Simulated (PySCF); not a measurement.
## NMR problem set

- coordinates at the GFN2-xTB level
- NMR shieldings at PBE0/pcSseg-1/GIAO
- code: PySCF
- one conformer, fast rotation and ring inversion assumed for equivalent nuclei, relativity neglected, no solvent

Scale: ¹H (σ = 31.72 ppm), ¹³C (σ = 186.93 ppm) against TMS (reference shieldings calculated alike). Splittings of carbon signals by F and P are missing where no couplings were computed. Where no couplings were computed, multiplicities follow the n + 1 count of equivalent neighbours, and m marks all less simple cases (inequivalent or close neighbours, rings, F or P nearby). Shifts are as computed. Against solution values, carbons near 30 ppm lie about +3 ppm off and those near 130 ppm about +5 ppm. Of 1211 compounds with measured shifts, 218 miss one by over three times the rms of a fit or turn the order of signals round; such compounds aren't used in these exercises.

Problem. C6H8NP. ¹H NMR (500 MHz, computed): δ 2.64 (m, 6H), 1.81 (m, 2H). ¹³C{¹H} NMR (computed): δ 130.8 (C), 120.7 (C), 18.9 (CH2), 15.5 (CH3). What is it?

Solution. SMILES CC1=C(C)P1CC#N. 4 carbon signals for 6 carbons: some carbons are equivalent by symmetry or fast rotation. Carbon types of the structure: 3 × C, 1 × CH2, 2 × CH3, which accounts for all hydrogens. δC 130.8: fully substituted alkene carbon; the olefinic region. δC 120.7: nitrile carbon; C≡N carbons fall here, among the sp2 signals but without a proton. δC 15.5: allylic methyl carbon; saturated and bonded to C and H only. δH 2.64: hydrogen on an allylic methyl carbon; allylic position.

The shifts were computed for this structure.

Problem. C6H8NP. ¹H NMR (400 MHz, computed): δ 8.90 (m, 1H), 7.73 (m, 1H), 7.60 (m, 1H), 7.15 (m, 1H), 4.51 (m, 1H), 1.64 (m, 3H). ¹³C{¹H} NMR (computed): δ 172.8 (C), 155.8 (CH), 139.8 (CH), 131.3 (CH), 125.3 (CH), 7.5 (CH3). What is it?

Solution. SMILES CPc1ccccn1. 6 carbon signals for 6 carbons: no two carbons are equivalent. Carbon types of the structure: 1 × C, 4 × CH, 1 × CH3, leaving 1 H on heteroatoms. δC 172.8: substituted aromatic carbon next to a ring nitrogen. δC 155.8: aromatic CH next to a ring nitrogen; the adjacent pyridine-type nitrogen withdraws density from it. δC 139.8, 131.3, 125.3: aromatic CH. δH 8.90: hydrogen on an aromatic CH next to a ring nitrogen; ring current plus the neighbouring ring nitrogen.

This is the structure that produced the data.

Problem. C6H8NP. ¹H NMR (600 MHz, computed): δ 10.50 (m, 1H), 7.68 (m, 1H), 2.91 (s, 3H), 2.86 (m, 3H). ¹³C{¹H} NMR (computed): δ 192.3 (CH), 190.2 (C), 161.8 (C), 129.8 (CH), 29.6 (CH3), 28.2 (CH3). Identify the compound.

Solution. `Cc1cc(C)pcn1`. 6 carbon signals for 6 carbons: no two carbons are equivalent. Carbon types of the structure: 2 × C, 2 × CH, 2 × CH3, which accounts for all hydrogens. δC 192.3: aromatic CH next to a ring nitrogen; the adjacent pyridine-type nitrogen withdraws density from it. δC 190.2: substituted aromatic carbon. δC 129.8: aromatic CH; the aromatic region. δH 10.50: hydrogen on an aromatic CH next to a ring nitrogen; ring current plus the neighbouring ring nitrogen.

The shifts were computed for this structure.
